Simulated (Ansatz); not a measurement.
Consider the formal exchange of groups at a Ge–C bond: `O[C](F)(F)[GeH3]` + `[F][Ga]([Cl])[Cl]` → `[F][Ga]([Cl])[GeH3]` + `OC(F)(F)Cl`.

Isolated molecules relaxed with PBE0-D4/def2-TZVP in Ansatz; ΔE leaves out vibrations. CCSD(T)/CBS adds triple-zeta CCSD(T) − MP2 to the extrapolated MP2 energy (def2 sets, frozen cores). Functionals use def2-TZVPP. B3LYP here is the variant with VWN-RPA as its local correlation; programs differ in this. For Ga, Ge outer-core shells are correlated without core-valence functions, which leaves a few kJ/mol of doubt a bond. Scalar relativity is left out up to krypton. Each species was taken in one conformer, which may not be the lowest.

Task: Is it downhill or uphill in electronic energy at CCSD(T)/CBS, and by how much? (Best estimate.)

Result: Computed: Uphill: ΔE = +17.7 kcal/mol.

Task: What do these levels give: PBE-D4, r2SCAN-D4, B3LYP-D4, ωB97X-V, PBE, r2SCAN, PBE0, B3LYP, CCSD/def2-TZVPP, HF/def2-QZVPP, HF/CBS(def2), CCSD/CBS(def2)? (Best estimate.)

Result: Ansatz gave: PBE-D4 13.9, r2SCAN-D4 16.4, B3LYP-D4 16.4, ωB97X-V 17.3, PBE 13.8, r2SCAN 16.4, PBE0 15.0, B3LYP 16.2, CCSD/def2-TZVPP 18.8, HF/def2-QZVPP 21.5, HF/CBS(def2) 21.5, CCSD/CBS(def2) 18.1 kcal/mol.

Largest T1 diagnostic among the species: 0.013.

From PBE to PBE0 (25 % exact exchange), in def2-TZVPP and without D4, ΔE moves by +1.3 kcal/mol. In def2-TZVPP, CCSD(T) changes the Hartree–Fock value by −3.0 kcal/mol (the triples alone add −0.4 kcal/mol) and MP2 by −2.5 kcal/mol.
